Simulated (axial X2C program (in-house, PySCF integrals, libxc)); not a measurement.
## Bond lengths and stretching modes, held linear, of OMoO

Computed with an axial X2C code built on PySCF integrals: two-component X2C with atomic mean-field Coulomb and Gaunt terms, Gaussian nuclei, basis O dyall-av3z, Mo dyall-v3z with contracted cores. Spin-free rows use the one-electron spin-free X2C Hamiltonian.

Masses O 15.995, Mo 97.905, O 15.995 u. States: spin-free M_S = 1, Λ = 0 (beyond evenly filled blocks: δ+α, δ-α).

HF, spin-free: energies above the lowest point

```tsv
r(O–Mo) (Å)	r(Mo–O) (Å)	E (meV)
1.7024	1.7024	54.68
1.7024	1.7460	11.73
1.7024	1.7896	43.74
1.7460	1.7024	11.73
1.7460	1.7460	0.00
1.7460	1.7896	59.98
1.7460	1.8333	161.30
1.7896	1.7024	43.74
1.7896	1.7460	59.98
1.7896	1.7896	148.70
1.8333	1.7460	161.30
1.8333	1.8333	435.31
```

Task: Fit a quadratic surface with cubic terms in each bond: where is the minimum, and what are the two stretching wavenumbers?

Result: At HF, spin-free: bonds 1.734 and 1.734 Å; harmonic stretches 793.7 and 991.9 cm⁻¹; force constants 6.87, 6.87 and coupling 2.40 mdyn/Å.

Each state is one determinant, the lowest of a limited PBE0 search; the stretches come from a fit to these few points and carry an uncertainty of a few per cent. Other orders of the atoms were not compared. Left out for rough or failed fits: PBE0 2c, HF 2c, PBE 2c, MP2 2c, PBE0 spin-free, PBE spin-free, MP2 spin-free. The molecule was held linear; bending was not examined, so a bent shape may lie lower. Note: several unpaired electrons, one determinant need not be a pure state.
